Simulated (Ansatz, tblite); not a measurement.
Cost and result up the ladder for AsMe2(NMe2) (C₄H₁₂AsN) (18 atoms). Charge 0, multiplicity 1. Geometry: r2SCAN-D4/def2-SVP.

| atom | x (Å) | y (Å) | z (Å) |
| --- | --- | --- | --- |
| As1 | 0.6556 | 0.5780 | -0.8338 |
| C2 | 1.2170 | 1.7158 | 0.6704 |
| H3 | 0.6138 | 2.6337 | 0.7180 |
| H4 | 2.2676 | 2.0064 | 0.5171 |
| H5 | 1.1186 | 1.1546 | 1.6122 |
| C6 | 1.9787 | -0.8381 | -0.4935 |
| H7 | 1.8354 | -1.2405 | 0.5212 |
| H8 | 2.9861 | -0.4034 | -0.5830 |
| H9 | 1.8905 | -1.6475 | -1.2325 |
| N10 | -0.7711 | -0.2733 | 0.1039 |
| C11 | -1.2382 | -1.4756 | -0.5620 |
| C12 | -1.8765 | 0.6303 | 0.3680 |
| H13 | -1.9705 | -1.9898 | 0.0864 |
| H14 | -0.4057 | -2.1761 | -0.7315 |
| H15 | -1.7394 | -1.2924 | -1.5407 |
| H16 | -1.5267 | 1.5296 | 0.8986 |
| H17 | -2.4260 | 0.9604 | -0.5440 |
| H18 | -2.6094 | 0.1279 | 1.0251 |

Ansatz on 2 threads of AMD EPYC 7R13 on a shared host and a share (18 GiB) of an NVIDIA H100 80GB HBM3; xTB runs through tblite on one thread. Times are rough, summed over both states, and most runs start from the orbitals of an earlier one. PBE0-D4/def2-TZVP serves as the yardstick here, not as an exact answer. The other state is a doublet.

The xTB rows come from tblite.

Raw xTB energies of ions are shifted by several eV.

| level | functions | wall time | vertical IE (eV) | difference from PBE0-D4/def2-TZVP (eV) |
| --- | --- | --- | --- | --- |
| GFN2-xTB | 41 | 0.016 s | 12.18 | 4.68 |
| GFN1-xTB | 53 | 0.028 s | 13.35 | 5.85 |
| PBE-D4/def2-TZVP | 275 | 21 s | 7.36 | -0.14 |
| PBE0-D4/def2-TZVP | 275 | 25 s | 7.50 | 0.00 |
| HF/def2-TZVP | 275 | 29 s | 6.59 | -0.91 |
